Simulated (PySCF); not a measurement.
HfCl₃, SMILES [Cl][Hf]([Cl])[Cl] (connectivity only; charge and spin as stated), neutral, multiplicity 2.

Coordinates come from a PBE0-D3(BJ)/def2-SVP optimisation. The spin state was assumed, not searched. The isomer is the one that the SMILES or the coordinates give; other isomers of the formula were not compared. The def2 effective core potentials stand for the cores of Hf; spin–orbit coupling is left out.

Computed with PBE0-D3(BJ)/def2-SVP in PySCF 2.14.0.

Frequencies are harmonic and unscaled.

Modes within 1.5 cm⁻¹ of each other (mostly degenerate sets) share a row, with their intensities summed.

```
mode  ν (cm⁻¹)  IR (km/mol)  moving atoms (share of kinetic energy)
----  --------  -----------  --------------------------------------
1           64          5.2                        Cl 63 %, Hf 37 %
2–3         87          3.4                        Cl 87 %, Hf 13 %
4          369          0.0                                Cl 100 %
5–6        394        161.3                        Cl 75 %, Hf 25 %
```
